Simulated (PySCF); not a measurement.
# How the method changes the constants of TlN⁻

State: ²Π (doublet), unpaired electrons π ↑. Set-up: Tl aug-cc-pVDZ-PP with ECP60, N aug-cc-pVDZ; scalar-relativistic core potentials (PySCF 2.14). De refers to Tl⁻ + N in their high-spin ground configurations, without counterpoise correction. The functionals are run spin-unrestricted. A positive dipole points towards N; it is taken about the centre of mass and depends on that origin. Levels whose curve was spin-contaminated or gave no clean fit are not listed.

| Level | Re (Å) | ωe (cm⁻¹) | De (eV) | μ (D) | CPU s a point (SCF and correlation, without the integrals) |
| --- | --- | --- | --- | --- | --- |
| ROHF-MP2 | 2.167 | 491 | 2.12 | n/a | 0.66 |
| ROHF-SCS-MP2 | 2.170 | 489 | n/a | n/a | n/a |
| PBE | 2.176 | 468 | 2.71 | -4.57 | 0.72 |
| PBEsol | 2.152 | 487 | 2.82 | -4.38 | 0.5 |

The bond length runs from 2.152 Å (PBEsol) to 2.176 Å (PBE). De spans 2.12 eV (ROHF-MP2, perturbation theory) to 2.82 eV (PBEsol, GGA).

Correlated steps freeze 5 core orbitals. Correlated levels converge slowly with the basis: in double zeta they bind strong bonds too weakly, by up to about 1 eV, and carry superposition errors of some tenths. Spin–orbit coupling is left out, which matters for elements this heavy, above all for dissociation energies. For an ion De counts to the pair picked by the measured ionisation energies or electron affinities, which need not be the lowest pair at this level. The highest Kohn–Sham level is positive in this anion. Much of that is self-interaction error, but it also means that the finite basis helps to hold the extra electron. The state was picked by a PBE0 search and need not be the measured ground state.

The whole job (state search and all levels along the bond) took about 2.4 min on 1 thread of Arm Neoverse V2 (shared host), peak memory 0.73 GiB.
